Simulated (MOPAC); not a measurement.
Input file for MOPAC: PM3 on C2H6AlN (a complex), monomers drawn apart or pushed together.

```
PM3 1SCF PRECISE CHARGE=0 THREADS=1
C2H6AlN

Al    -0.03534412 1     0.15324321 1    -0.40981655 1
H     -1.49527161 1    -0.22021759 1    -0.92851754 1
H      1.14634410 1    -0.86223162 1    -0.74494603 1
H      0.33283800 1     1.70001927 1    -0.30106647 1
C     -0.61669330 1    -0.85996842 1     4.38129825 1
C     -0.44608697 1    -0.56269953 1     2.97519385 1
N     -0.31076403 1    -0.32781448 1     1.86405902 1
H     -0.17049029 1    -1.82839989 1     4.60937209 1
H     -0.13063624 1    -0.09034280 1     4.98163343 1
H     -1.67907784 1    -0.88794686 1     4.62530974 1
```

Program output:

```
*******************************************************************************
 **                                                                           **
 **                              MOPAC v23.2.5                                **
 **                                                                           **
 *******************************************************************************
 ** MOPAC's Digital Object Identifier: https://doi.org/10.5281/zenodo.6511958 **
 **                                                                           **
 ** Please cite the open-source release paper for use of this MOPAC version:  **
 ** J. E. Moussa and J. J. P. Stewart (2026)                                  **
 ** MOPAC: An open-source semiempirical molecular orbital program             **
 ** J. Open Source Softw., 11(119), 8025, https://doi.org/10.21105/joss.08025 **
 *******************************************************************************

                              PM3 CALCULATION RESULTS

 *******************************************************************************
 *  PM3        - The PM3 Hamiltonian to be used
 *
 *
 *
 *                 CHARGE ON SYSTEM = 0
 *
 *
 *
 *  PRECISE    - TIGHTER CRITERIA TO BE USED
 *  1SCF       - DO 1 SCF AND THEN STOP
 *  THREADS=1  - MULTI-THREADING NOT USED
 *  T=         - A TIME OF 172800.0 SECONDS REQUESTED
 *  DUMP=N     - RESTART FILE WRITTEN EVERY 7200.0 SECONDS REQUESTED
 *******************************************************************************
PM3 1SCF PRECISE CHARGE=0 THREADS=1
 C2H6AlN

   ATOM   CHEMICAL          X               Y               Z
  NUMBER   SYMBOL      (ANGSTROMS)     (ANGSTROMS)     (ANGSTROMS)

     1      Al         -0.03534412  *   0.15324321  *  -0.40981655  *
     2       H         -1.49527161  *  -0.22021759  *  -0.92851754  *
     3       H          1.14634410  *  -0.86223162  *  -0.74494603  *
     4       H          0.33283800  *   1.70001927  *  -0.30106647  *
     5       C         -0.61669330  *  -0.85996842  *   4.38129825  *
     6       C         -0.44608697  *  -0.56269953  *   2.97519385  *
     7       N         -0.31076403  *  -0.32781448  *   1.86405902  *
     8       H         -0.17049029  *  -1.82839989  *   4.60937209  *
     9       H         -0.13063624  *  -0.09034280  *   4.98163343  *
    10       H         -1.67907784  *  -0.88794686  *   4.62530974  *



          CARTESIAN COORDINATES

    NO.       ATOM           X           Y           Z

     1        Al         -0.0353      0.1532     -0.4098
     2         H         -1.4953     -0.2202     -0.9285
     3         H          1.1463     -0.8622     -0.7449
     4         H          0.3328      1.7000     -0.3011
     5         C         -0.6167     -0.8600      4.3813
     6         C         -0.4461     -0.5627      2.9752
     7         N         -0.3108     -0.3278      1.8641
     8         H         -0.1705     -1.8284      4.6094
     9         H         -0.1306     -0.0903      4.9816
    10         H         -1.6791     -0.8879      4.6253

  H: (PM3): J. J. P. STEWART, J. COMP. CHEM. 10, 209 (1989).
  C: (PM3): J. J. P. STEWART, J. COMP. CHEM. 10, 209 (1989).
  N: (PM3): J. J. P. STEWART, J. COMP. CHEM. 10, 209 (1989).
 Al: (PM3): J. J. P. STEWART, J. COMP. CHEM. 10, 209 (1989).

           Empirical Formula: C2 H6 N Al  =    10 atoms



      MOLECULAR POINT GROUP   :   C3


      RHF CALCULATION, NO. OF DOUBLY OCCUPIED LEVELS = 11


 -------------------------------------------------------------------------------
 PM3 1SCF PRECISE CHARGE=0 THREADS=1
 C2H6AlN



     1SCF WAS SPECIFIED, SO BFGS WAS NOT USED
     SCF FIELD WAS ACHIEVED


                              PM3 CALCULATION
                                                       MOPAC v23.2.5 Linux




          FINAL HEAT OF FORMATION =         72.84173 KCAL/MOL =     304.76978 KJ/MOL


          COSMO AREA              =        132.30 SQUARE ANGSTROMS
          COSMO VOLUME            =        113.80 CUBIC ANGSTROMS

          IONIZATION POTENTIAL    =         10.637447 EV
          HOMO LUMO ENERGIES (EV) =        -10.637 -1.240
          NO. OF FILLED LEVELS    =         11
          MOLECULAR WEIGHT        =         71.0576         POINT GROUP:  C3

          MOLECULAR DIMENSIONS (Angstroms)

            Atom       Atom       Distance
            H    10    H     3     6.06822
            H     8    H     2     4.07402
            H     2    H     4     2.51222


          SCF CALCULATIONS        =          1





   ATOM   CHEMICAL          X               Y               Z
  NUMBER   SYMBOL      (ANGSTROMS)     (ANGSTROMS)     (ANGSTROMS)

     1      Al         -0.03534412  *   0.15324321  *  -0.40981655  *
     2       H         -1.49527161  *  -0.22021759  *  -0.92851754  *
     3       H          1.14634410  *  -0.86223162  *  -0.74494603  *
     4       H          0.33283800  *   1.70001927  *  -0.30106647  *
     5       C         -0.61669330  *  -0.85996842  *   4.38129825  *
     6       C         -0.44608697  *  -0.56269953  *   2.97519385  *
     7       N         -0.31076403  *  -0.32781448  *   1.86405902  *
     8       H         -0.17049029  *  -1.82839989  *   4.60937209  *
     9       H         -0.13063624  *  -0.09034280  *   4.98163343  *
    10       H         -1.67907784  *  -0.88794686  *   4.62530974  *

                             CARTESIAN COORDINATES

   1   Al       -0.035344120     0.153243210    -0.409816550
   2    H       -1.495271610    -0.220217590    -0.928517540
   3    H        1.146344100    -0.862231620    -0.744946030
   4    H        0.332838000     1.700019270    -0.301066470
   5    C       -0.616693300    -0.859968420     4.381298250
   6    C       -0.446086970    -0.562699530     2.975193850
   7    N       -0.310764030    -0.327814480     1.864059020
   8    H       -0.170490290    -1.828399890     4.609372090
   9    H       -0.130636240    -0.090342800     4.981633430
  10    H       -1.679077840    -0.887946860     4.625309740


           Empirical Formula: C2 H6 N Al  =    10 atoms



      MOLECULAR POINT GROUP   :   C3


                  EIGENVALUES
 -35.40094 -29.59774 -18.28936 -16.60375 -16.60329 -15.35461 -13.74601 -13.74584
 -11.11657 -10.63778 -10.63745  -1.23975   0.15130   0.15134   1.09682   1.50177
   1.50209   2.69463   2.99511   2.99531   4.82851   5.38692


              NET ATOMIC CHARGES AND DIPOLE CONTRIBUTIONS

  ATOM NO.   TYPE          CHARGE      No. of ELECS.   s-Pop       p-Pop
    1         Al           0.252134        2.7479     0.42367     2.32419
    2          H          -0.166093        1.1661     1.16609
    3          H          -0.166089        1.1661     1.16609
    4          H          -0.166083        1.1661     1.16608
    5          C           0.036696        3.9633     1.09307     2.87024
    6          C          -0.130807        4.1308     1.28043     2.85037
    7          N           0.120934        4.8791     1.56256     3.31650
    8          H           0.073098        0.9269     0.92690
    9          H           0.073106        0.9269     0.92689
   10          H           0.073103        0.9269     0.92690
 DIPOLE           X         Y         Z       TOTAL
 POINT-CHG.    -0.734    -1.281     6.056     6.234
 HYBRID        -0.128    -0.222     1.049     1.080
 SUM           -0.862    -1.503     7.105     7.314


          ATOMIC ORBITAL ELECTRON POPULATIONS

     Atom    s        px        py        pz
    1 Al   0.42367   1.00114   0.98098   0.34208
    2  H   1.16609
    3  H   1.16609
    4  H   1.16608
    5  C   1.09307   1.02452   1.01849   0.82723
    6  C   1.28043   0.93833   0.93938   0.97266
    7  N   1.56256   1.09128   1.09255   1.13267
    8  H   0.92690
    9  H   0.92689
   10  H   0.92690

 **********************
 *                    *
 * JOB ENDED NORMALLY *
 *                    *
 **********************




 == MOPAC DONE ==
```

The run finished.

Cost: very roughly 0.03 core-seconds.
